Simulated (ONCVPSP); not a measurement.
# Reading a pseudo-wave (Zr (Z = 40))

Columns: radius, all-electron u(r) and pseudo u(r) of the 4s shell (level -54.51 eV) of zirconium in the configuration [Ar] 3d10 4s2 4p6 4d2 5s2; LDA (Perdew-Zunger), scalar-relativistic, ONCV scheme, ONCVPSP 4.0.1.

| r (bohr) | all-electron | pseudo |
| --- | --- | --- |
| 0.103 | 0.3559 | 0.1341 |
| 0.205 | -0.0913 | 0.2651 |
| 0.308 | -0.5312 | 0.3933 |
| 0.410 | -0.4822 | 0.5137 |
| 0.513 | -0.1480 | 0.6255 |
| 0.615 | 0.2468 | 0.7234 |
| 0.718 | 0.5908 | 0.8061 |
| 0.820 | 0.8345 | 0.8689 |
| 0.923 | 0.9816 | 0.9109 |
| 1.025 | 1.0443 | 0.9298 |
| 1.128 | 1.0444 | 0.9258 |
| 1.230 | 1.0015 | 0.9006 |
| 1.332 | 0.9320 | 0.8571 |
| 1.435 | 0.8471 | 0.7983 |
| 1.538 | 0.7565 | 0.7290 |
| 1.640 | 0.6673 | 0.6543 |
| 1.743 | 0.5814 | 0.5768 |
| 1.845 | 0.5029 | 0.5018 |
| 1.948 | 0.4312 | 0.4310 |
| 2.050 | 0.3681 | 0.3680 |
| 2.153 | 0.3121 | 0.3121 |
| 2.255 | 0.2640 | 0.2640 |
| 2.358 | 0.2222 | 0.2221 |
| 2.460 | 0.1867 | 0.1867 |
| 2.562 | 0.1565 | 0.1565 |
| 2.665 | 0.1306 | 0.1306 |

(1) How many radial nodes do the two functions have?

(2) At about which radius was the pseudo-wave matched?

(3) Is the pseudo-wave norm-conserving?

Answers

(1) The all-electron 4s function has n − l − 1 = 3 (the table is too coarse to show those close to the nucleus); the pseudo-wave has 0, since the states of the same l below it are removed with the core.

(2) 2.05 bohr, where the columns begin to agree (steps of 0.10 bohr).

(3) Yes: the ONCV scheme keeps the norm inside the radius equal to the all-electron one, which fixes the energy derivative of the logarithmic derivative at the level.
